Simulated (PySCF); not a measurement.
**Radial density of Sn(2+) (tin, charge +2)**

PBEsol, [Kr] 4d10 5s1 5p1, high-spin 3P determinant (an excited configuration). Computed with PySCF 2.14 in x2c-TZVPPall (8s6p4d2f, 60 functions), with the spin-free X2C one-electron Hamiltonian (Gaussian nucleus).

```csv
r (bohr),4πr²ρ (e/bohr),4πr²(ρα − ρβ)
0.0266,61.46,0.0084
0.0448,56.28,0.0157
0.0754,78.79,0.0388
0.127,68.74,-0.0112
0.213,62.03,0.0521
0.359,50.44,0.0102
0.603,20.49,0.1739
1.01,18.68,-0.0472
1.71,3.967,0.9307
2.87,0.8001,0.6972
4.83,0.04084,0.0407
8.12,0.0003762,0.0004
```

Densities and radii are taken from the X2C orbitals without a picture-change correction, which distorts them close to the nucleus.

**Question.** Where is the radial spin density 4πr²(ρα − ρβ) most negative, and why is it negative at all?

**Answer.** Around r = 1.01 bohr, down to -0.0472 e/bohr: exchange with the open shell polarises the paired shells in an unrestricted calculation.
